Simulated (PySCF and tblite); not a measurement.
Values are calculated unless marked as measured or tabulated.
**C₇H₈O, numbered as in [CH:1]#[C:2][C@@H:3]1[CH2:4][CH2:5][C:6](=[O:7])[CH2:8]1: conformational analysis**

Free energies: PBE0-D3(BJ)/pcSseg-1 on GFN2-xTB structures plus GFN2-xTB thermal terms, symmetry and mirror images included. Conformers within 3 kcal/mol (GFN2-xTB free energy) were kept, 10 at most. GIAO shieldings: PBE0/pcSseg-1. Couplings: B3LYP/6-31G* with pcJ-1 on H (gas phase; spin-dipole term only for pairs with B, N, F, Si or P). Couplings are for ¹H. H–H couplings come out 0.1 to 0.9 Hz lower than with pcJ-1 on all atoms. Shifts are against TMS (¹H), TMS (¹³C) at the same level; of two unlike H on one atom, a is the less shielded. Run with PySCF (density fitting) and tblite.

The 5-ring runs over atoms 3–4–5–6–8.

```
conformer                                                shape  symmetry  E(GFN2) kcal/mol  E(DFT) kcal/mol  G(298.15 K) kcal/mol  weight %  dipole D
        1   5-ring twist (ring torsions -31, 13, 10, -30, 38°)        C1              0.00             0.00                  0.00      51.6      2.82
        2  5-ring twist (ring torsions 30, -11, -12, 31, -38°)        C1              0.02             0.13                  0.04      48.4      2.49
```

Weights (%) against temperature:

| T (K) | 1 | 2 | S(mix) cal/mol/K |
| --- | --- | --- | --- |
| 220 | 53.9 | 46.1 | 1.37 |
| 260 | 52.6 | 47.4 | 1.38 |
| 298.15 | 51.6 | 48.4 | 1.38 |
| 340 | 50.8 | 49.2 | 1.38 |
| 380 | 50.1 | 49.9 | 1.38 |

Averaged shifts at 298.15 K. ¹H: 3.02 (H3, 1H), 2.48 (H5a, 1H), 2.44 (H8a, 1H), 2.32 (H8b, 1H), 2.16 (H4a, 1H), 2.13 (H5b, 1H), 2.05 (H4b, 1H), 1.60 (H1, 1H) ppm. ¹³C: 220.7 (C6), 92.0 (C2), 76.4 (C1), 48.2 (C8), 39.8 (C5), 33.6 (C4), 29.1 (C3) ppm.

Averaged couplings (Hz): ³J(H3,H4b) 6.3, ³J(H3,H4a) 7.4, ³J(H3,H8b) 6.3, ³J(H3,H8a) 9.2, ²J(H4b,H4a) -13.4, ³J(H4b,H5a) 9.6, ³J(H4b,H5b) 6.6, ³J(H4a,H5a) 7.0, ³J(H4a,H5b) 9.3, ²J(H5a,H5b) -20.4, ²J(H8b,H8a) -20.6.

Coordinates of conformer 1 (Å):

```xyz
16

C     2.670   -0.139   -0.753
C     1.712    0.156   -0.099
C     0.537    0.499    0.681
C    -0.262   -0.767    1.041
C    -1.067   -1.058   -0.221
C    -1.340    0.296   -0.841
O    -2.126    0.526   -1.719
C    -0.451    1.317   -0.160
H     3.516   -0.391   -1.320
H     0.860    1.040    1.576
H     0.389   -1.592    1.325
H    -0.932   -0.550    1.875
H    -0.471   -1.627   -0.939
H    -1.991   -1.607   -0.044
H     0.032    1.965   -0.891
H    -1.083    1.941    0.477
```

Coordinates of conformer 2 (Å):

```xyz
16

C     3.093    0.197    0.481
C     1.924   -0.058    0.478
C     0.505   -0.342    0.457
C    -0.007   -0.731   -0.942
C    -1.510   -0.486   -0.859
C    -1.678    0.652    0.127
O    -2.690    1.268    0.328
C    -0.352    0.878    0.820
H     4.119    0.412    0.492
H     0.297   -1.157    1.160
H     0.444   -0.075   -1.688
H     0.242   -1.760   -1.196
H    -1.975   -0.251   -1.815
H    -2.030   -1.355   -0.445
H     0.089    1.790    0.409
H    -0.478    1.027    1.892
```

Shifts are unscaled: against experiment ¹³C can be off by 15 ppm or more and ¹H by 0.8 ppm.

Search and properties took 84 s on 1 thread of Arm Neoverse V2 (shared host) (rough), launched as `OMP_NUM_THREADS=1 python ens_run.py task.json out`.
